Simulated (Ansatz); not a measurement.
## One elementary step

Start structure (SiN₂H₉F, closed shell), relaxed at PBE0-D4/def2-TZVP:

```
13
angstrom
Si -0.9087 -1.2729 0.1629
F 0.7617 -1.4380 -0.1681
H -1.2231 -1.0789 -1.2873
H -0.9711 -2.6244 0.7942
H -2.2830 -0.8069 0.6650
H 0.2254 0.8992 0.4753
N -0.2262 0.2717 1.1775
H 1.3818 0.3880 -1.2393
N 1.1350 1.3638 -1.0925
H -0.9512 0.7594 1.6885
H 0.5049 -0.0260 1.8154
H 1.9858 1.9116 -1.1110
H 0.5687 1.6536 -1.8805
```

The step: SiH₃F ([F][SiH3]) + NH₃ + NH₃ → SiNH₅ ([NH2][SiH3]) + NH₃ + HF; bonds formed: F2–H8, H6–N9; dative contacts that become bonds: Si1–N7; bonds broken: Si1–F2, H6–N7, H8–N9. Computed with Ansatz 0.2.0 (basis: def2-TZVPP and def2-QZVPP); correlated methods freeze the cores. Extrapolation: Hartree–Fock as exp(−7.88 √X), correlation as X^−2.97. Energies below are by CCSD(T) at an estimated basis limit (MP2 extrapolated from triple and quadruple zeta, plus CCSD(T) − MP2 in triple zeta).

(1) What are the electronic barrier and the energy of the step, from the start structure to the end structure? (To be estimated.)

No T1 diagnostic of these runs exceeds 0.011.

## Answers

(1) By the calculation: Barrier 14.47 kcal/mol; step energy 1.27 kcal/mol (uphill); reverse barrier, their difference, 13.20 kcal/mol. Barrier and step energy count from the start structure, the reverse barrier from the end structure.

The saddle point: One imaginary mode of 241i cm⁻¹.
```
  pair  start (Å)  saddle (Å)  end (Å)
Si1–N7       1.97        1.82     1.73
 F2–H8       2.21        1.48     0.98
 H6–N9       1.87        1.11     1.02
Si1–F2       1.71        1.90     3.97
 H6–N7       1.04        1.62     2.29
 H8–N9       1.02        1.08     1.57
```

Zero-point energy (harmonic, PBE0-D4): ZPE is 65.47 kcal/mol at the start and 64.63 kcal/mol at the saddle, so the barrier goes from 14.47 to 13.63 kcal/mol.

The step is the kind of exchange with an N–H group that builds nitride films in atomic layer and chemical vapour deposition.

Labels in which every atom is bracketed show which atoms are joined, not bond orders.

For scale, one of the runs: CCSD(T)/def2-TZVPP, 261 basis functions, launched by `ansatz run in.yaml --threads 8 --pin off --events-out ev --progress --plain --max-ram 19148MiB`. The run took 45 s on 8 CPU threads of an Intel Xeon Platinum 8488C (shared host), with 6.4 GiB of host memory at its peak.
